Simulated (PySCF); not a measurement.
boron oxyfluoride (BFO), SMILES O=BF.

The structure is a stationary point at PBE-D3(BJ)/def2-TZVP.

Computed with PBE-D3(BJ)/def2-TZVP (PySCF).

Harmonic, unscaled wavenumbers; measured fundamentals usually lie a few per cent lower.

Modes within 1.5 cm⁻¹ of each other (mostly degenerate sets) share a row, with their intensities summed.

```json
[
 {"mode": "1–2", "ν (cm⁻¹)": "491", "IR (km/mol)": "111.0", "moving atoms (share of kinetic energy)": "B 76 %, O 14 %, F 10 %"},
 {"mode": "3", "ν (cm⁻¹)": "991", "IR (km/mol)": "16.4", "moving atoms (share of kinetic energy)": "F 54 %, O 42 %"},
 {"mode": "4", "ν (cm⁻¹)": "2067", "IR (km/mol)": "305.0", "moving atoms (share of kinetic energy)": "B 73 %, O 23 %"}
]
```
